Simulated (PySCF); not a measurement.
# SbCl at PBE0

Computed with PBE0; PySCF, scalar-relativistic core potentials, basis sets Sb cc-pVTZ-PP with ECP28, Cl cc-pV(T+d)Z.

```
state                                            : ³Σ⁻ (triplet), unpaired electrons π ↑↑
bond length                                      : 2.344 Å
harmonic wavenumber                              : 375 cm⁻¹
force constant                                   : 2.25 mdyn/Å
rotational constant Be                           : 0.1131 cm⁻¹
anharmonicity ωexe                               : 1.14 cm⁻¹
vibration–rotation constant αe                   : 0.000480 cm⁻¹
well depth De to Sb + Cl                         : 3.19 eV
dissociation energy D0                           : 3.17 eV
bond order (Mayer)                               : 1.08
dipole moment (positive dipole means Sb(−)Cl(+)) : -2.10 D
```

These are scalar-relativistic numbers at best; spin–orbit coupling would shift them, the dissociation energy most. The state was picked by a PBE0 search and need not be the measured ground state.
